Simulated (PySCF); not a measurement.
## TlBr: energy against distance

Set-up: Tl cc-pVTZ-PP with ECP60, Br cc-pVTZ-PP with ECP10; scalar-relativistic core potentials (PySCF 2.14). Energies in eV from Tl + Br in their ground configurations at the same level. All curves are PBE0. state 1: ¹Σ⁺ (singlet), closed shell; state 2: ³Π (triplet), unpaired electrons σ ↑, π ↑, a second solution, started from another occupation.

| R (Å) | state 1 | state 2 |
| --- | --- | --- |
| 2.282 | -3.163 | 0.4646 |
| 2.388 | -3.637 | 0.0949 |
| 2.494 | -3.890 | -0.0948 |
| 2.573 | -3.977 | -0.1621 |
| 2.653 | -4.001 | -0.1889 |
| 2.733 | -3.977 | -0.1902 |
| 2.839 | -3.893 | -0.1704 |
| 2.971 | -3.732 | -0.1323 |
| 3.131 | -3.495 | -0.0872 |
| 3.343 | -3.151 | -0.0424 |

**Question.** Put a parabola through the three lowest points of the state 1 curve and estimate Re, k and ωe (reduced mass 56.98 u; 1 eV/Å² = 0.16022 mdyn/Å; ωe = 1302.8·√(k/μ) cm⁻¹).

**Answer.** Through R = 2.573, 2.653, 2.733 Å the second-order coefficient is 3.75 eV/Å², so Re ≈ 2.653 Å, k ≈ 1.20 mdyn/Å and ωe ≈ 189 cm⁻¹. A polynomial fit of higher order to the unrounded PBE0 energies gives Re = 2.649 Å, k = 1.21 mdyn/Å, ωe = 190 cm⁻¹; anharmonicity and rounding make the difference.

The higher-order fit for each curve: state 1: Re = 2.649 Å, ωe = 190 cm⁻¹, De = 4.00 eV; state 2: Re = 2.696 Å, ωe = 119 cm⁻¹, minimum 0.192 eV below the ground-state fragments.

Spin–orbit coupling is left out, which matters for elements this heavy, above all for dissociation energies. Counting both spins, an empty level lies below a filled one in some of these solutions, because spin and occupation are held.
